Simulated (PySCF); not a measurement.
Electronic absorption of C7H3N3

C₇H₃N₃.
Structure used (GFN2-xTB), in Å, numbered top down from 1:
```
atom  x, y, z in Å
C1     2.9163   -0.0047    0.0258
C2     1.7272   -0.1739    0.0063
C3     0.3330   -0.3734   -0.0190
C4    -0.2338   -1.6578   -0.1013
N5    -1.5293   -1.8700   -0.1232
N6    -2.3709   -0.8784   -0.0717
C7    -1.9410    0.3612    0.0026
C8    -0.5766    0.6916    0.0341
C9    -0.1507    2.0362    0.1157
N10    0.1731    3.1332    0.1823
H11    3.9551    0.1431    0.0418
H12    0.3936   -2.5361   -0.1501
H13   -2.7004    1.1294    0.0390
```

Method used: TDDFT CAM-B3LYP/def2-SVPD, vertical, gas phase, core orbitals frozen in the response in PySCF 2.14.0, density-fitted response routines.

**Question.** Predict the UV-vis stick spectrum at this level.

**Answer.** 

```tsv
state	E (eV)	E (kJ/mol)	λ (nm)	f	symmetry	main configurations (H = HOMO, L = LUMO)
S1	3.19	308	388.1	0.0022	A″	H→L (95%)
S2	3.93	379	315.6	0.0000	–	H→L+1 (98%)
S3	4.91	474	252.6	0.180	A′	H-1→L (83%)
S4	4.96	479	249.9	0.0001	–	H-3→L (89%)
S5	5.27	509	235.2	0.055	A′	H-2→L (54%), H-1→L+1 (31%), H-1→L (8%)
S6	5.63	544	220.1	0.0004	–	H-4→L (86%)
S7	6.12	591	202.5	0.390	A′	H-1→L+1 (51%), H-2→L (33%)
S8	6.19	598	200.2	0.0054	A″	H-4→L+1 (44%), H-3→L+1 (38%)
```

Triplets, Tamm–Dancoff:

```
state  E (eV)  λ (nm)  main configurations (H = HOMO, L = LUMO)
   T1    2.52   491.1                     H→L (88%), H→L+7 (8%)
   T2    3.38   367.3                               H-1→L (82%)
   T3    3.53   350.7                               H→L+1 (93%)
```

The lowest singlet comes at 388 nm (308 kJ/mol) in the visible; it is very weak; its leading configuration is HOMO→LUMO (95%). The strongest level in the table is S7 at 6.12 eV (202 nm, f = 0.390). Löwdin shares by element: HOMO nitrogen 78% or more, carbon 15% or more; LUMO carbon 33% or more, nitrogen 26% or more (atoms not listed hold the other 41%). Orbital energies (eV): HOMO-3 -10.60, HOMO-2 -10.45, HOMO-1 -9.68, HOMO -8.88, LUMO -2.05, LUMO+1 -1.00, LUMO+2 0.99. The listed states span 3.00 eV, and the widest gap between neighbours is 0.98 eV (S2 to S3). Of the 8 states listed, 3 reach f = 0.01 and 3 stay under 0.0005. S1 lies in the visible range (380 to 750 nm), at 388 nm, f = 0.0022; light of that wavelength is violet, and its complementary colour is yellow-green; a Tamm–Dancoff triplet lies at 491 nm, without intensity as long as spin–orbit coupling is left out. Symmetry labels in Cs follow from the direction of the transition dipole and are given only for states with f of 0.002 or more. The window holds the lowest 8 singlets.

Time: 94 s; peak memory 1.0 GiB. Hardware: one thread of an Arm Neoverse N1, shared host with 64 logical CPUs at a one-minute load of 61.
